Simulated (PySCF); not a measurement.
# How the method changes the shape and vibrations of B2GeH3O

These are calculations, not measurements. They come from PySCF 2.14.0, an open-source quantum chemistry program, on an isolated molecule that a program drew, which may never have been made. The molecule is B2GeH3O (charge 0, doublet), drawn as the SMILES string `O=B[BH][GeH2]`.

The geometry was optimised and harmonic frequencies were computed with HF and MP2, all in the cc-pVDZ basis, for the commonest isotopes, with a restricted reference for singlets and an unrestricted one otherwise, and a frozen core in MP2. Germanium has the cc-pVDZ-PP basis, with a core potential (ECP10MDF) in place of its 10 inner electrons, and its 3s, 3p and 3d shells are frozen in MP2. Each result is a local minimum of its method.

Geometry at the HF minimum:
```xyz
7
B2GeH3O, angstrom
O    -1.3811    1.6527   -3.5581
B    -1.1924    1.1897   -2.4790
B    -0.8940    0.5357   -0.9515
Ge    0.9592    0.2826   -0.3004
H    -1.7943    0.2146   -0.2365
H     1.3010   -0.3003    1.0647
H     2.2111    0.6402   -1.0904
```

Lengths of the bonds as drawn, in Å (atoms numbered as above):
| bond | HF | MP2 |
|---|---|---|
| O1-B2 | 1.189 | 1.225 |
| B2-B3 | 1.688 | 1.676 |
| B3-Ge4 | 1.981 | 1.981 |
| B3-H5 | 1.194 | 1.203 |
| Ge4-H6 | 1.523 | 1.532 |
| Ge4-H7 | 1.523 | 1.532 |

Rotational constants, in GHz:
| constant | HF | MP2 |
|---|---|---|
| A | 24.15 | 23.16 |
| B | 1.656 | 1.67 |
| C | 1.55 | 1.557 |

Harmonic frequencies in cm^-1, each column in rising order, so a row needn't be the same motion in every method:
```
rank    HF   MP2
   1   116   106
   2   240   224
   3   332   384
   4   416   404
   5   439   440
   6   470   458
   7   687   663
   8   715   663
   9   817     ?
  10   946   904
  11  1065  1008
  12  2135  1926
  13  2263  2203
  14  2267  2216
  15  2759  2696
```

**Estimate the missing MP2 frequency from the HF column.**

A single factor s that minimises the squared misfit of MP2 against s times HF over the other rows is sum(HF x MP2) / sum(HF^2) = 0.9610, with an rms misfit of 43 cm^-1. For rank 9 it gives 0.9610 x 817 = 785 cm^-1. The calculation gives 796 cm^-1, 11 cm^-1 above the estimate. The drawn bonds are on average 0.7 % longer in MP2 than in HF.
